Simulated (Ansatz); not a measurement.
A CCSD(T) single point on C₈H₁₃ClFNZr, SMILES `C[N](C)[Zr]1234([F])([Cl])[C@@H]5[C@H]1[C@H]2[C@@]3(C)[C@@H]54`.

```yaml
crystal:
  periodic: [false, false, false]
  atoms:
    - {symbol: C, position_ang: [-2.987316, 0.140458, 0.247786]}
    - {symbol: N, position_ang: [-1.709208, -0.544356, 0.229262]}
    - {symbol: C, position_ang: [-1.796233, -1.875389, 0.755648]}
    - {symbol: Zr, position_ang: [-0.428510, 0.787266, -0.566759]}
    - {symbol: F, position_ang: [-1.229997, 1.371265, -2.225151]}
    - {symbol: Cl, position_ang: [-0.455996, 2.680433, 0.912521]}
    - {symbol: C, position_ang: [1.377806, -0.184540, -1.963245]}
    - {symbol: C, position_ang: [1.010251, -1.190919, -1.049911]}
    - {symbol: C, position_ang: [1.394736, -0.762702, 0.244131]}
    - {symbol: C, position_ang: [2.006084, 0.503990, 0.140137]}
    - {symbol: C, position_ang: [2.635710, 1.280579, 1.245114]}
    - {symbol: C, position_ang: [1.970511, 0.866721, -1.229489]}
    - {symbol: H, position_ang: [-2.911510, 1.155510, -0.173018]}
    - {symbol: H, position_ang: [-3.740637, -0.387934, -0.351335]}
    - {symbol: H, position_ang: [-3.367776, 0.263008, 1.270178]}
    - {symbol: H, position_ang: [-2.131194, -1.870633, 1.802583]}
    - {symbol: H, position_ang: [-0.827431, -2.372870, 0.716890]}
    - {symbol: H, position_ang: [-2.514085, -2.485015, 0.188182]}
    - {symbol: H, position_ang: [1.187663, -0.187269, -3.026436]}
    - {symbol: H, position_ang: [0.512626, -2.117898, -1.293799]}
    - {symbol: H, position_ang: [1.248060, -1.308718, 1.165254]}
    - {symbol: H, position_ang: [3.698152, 1.029666, 1.319000]}
    - {symbol: H, position_ang: [2.169566, 1.056841, 2.205340]}
    - {symbol: H, position_ang: [2.551478, 2.354292, 1.076498]}
    - {symbol: H, position_ang: [2.337238, 1.798227, -1.639351]}
basis:
  gaussian: {orbitals: def2-TZVPP}
correlation: {method: ccsd_t}
output: {orbitals: {seedname: orbitals}}
```

```sh
$ ansatz run in.yaml --threads 11 --pin off --events-out ev --progress --plain --backend cuda
```

Log, shortened:

```
Functional definition: HF
3551 factors; integrals over basis functions are off by at most 1.3e-3 eV
mean field evaluation 1: about -26407.2244 eV, gradient 6.6e1 eV
mean field evaluation 2: about -26407.8650 eV, gradient 6.6e1 eV
mean field evaluation 4: about -26417.9506 eV, gradient 8.4e0 eV
mean field evaluation 8: about -26418.1706 eV, gradient 7.1e-1 eV
mean field evaluation 16: about -26418.1721 eV, gradient 2.0e-6 eV
mean field -26418.17211755 eV, -970.8499184396 hartree, gradient 2.0e-6 eV, S^2 0.000000; 0 other end points of the search recorded, 0 dependent functions left out
15 core orbitals not correlated: weight in the atoms' cores, before any rotation towards them, 1.000 or more for the frozen orbitals, at most 0.000 for the correlated occupied ones
reference -26418.17211755 eV, -970.8499184396 hartree; 38, 38 occupied and 537, 537 virtual orbitals, 3551 factors
second order -64.50103975 eV of doubles, -0.00000000 eV of singles
cycle   1  -63.69862250 eV  change    8.0e-1 eV  update   2.2e-1
cycle   2  -65.25924173 eV  change    -1.6e0 eV  update   8.7e-2
cycle   3  -65.74160983 eV  change   -4.8e-1 eV  update   3.9e-2
cycle   4  -65.74498397 eV  change   -3.4e-3 eV  update   1.2e-2
cycle   5  -65.73002580 eV  change    1.5e-2 eV  update   5.9e-3
cycle   6  -65.73319062 eV  change   -3.2e-3 eV  update   2.4e-3
cycle   7  -65.73310350 eV  change    8.7e-5 eV  update   1.1e-3
cycle   8  -65.73226237 eV  change    8.4e-4 eV  update   3.7e-4
cycle   9  -65.73248100 eV  change   -2.2e-4 eV  update   1.7e-4
cycle  10  -65.73265607 eV  change   -1.8e-4 eV  update   6.1e-5
cycle  11  -65.73252067 eV  change    1.4e-4 eV  update   2.7e-5
cycle  12  -65.73254296 eV  change   -2.2e-5 eV  update   1.4e-5
perturbative correction -3.15413926 eV, -0.1159124799 hartree
Total energy: -26487.05879977 eV, -973.3814573183 hartree
```

Run time 91 s (11 threads of an AMD EPYC 7R13 on a shared host and a whole NVIDIA H100 80 GB); peak host memory 3.7 GiB.

The correlation energy is -68.887 eV, 4.6 % of it from (T); the T1 diagnostic reads 0.0140.
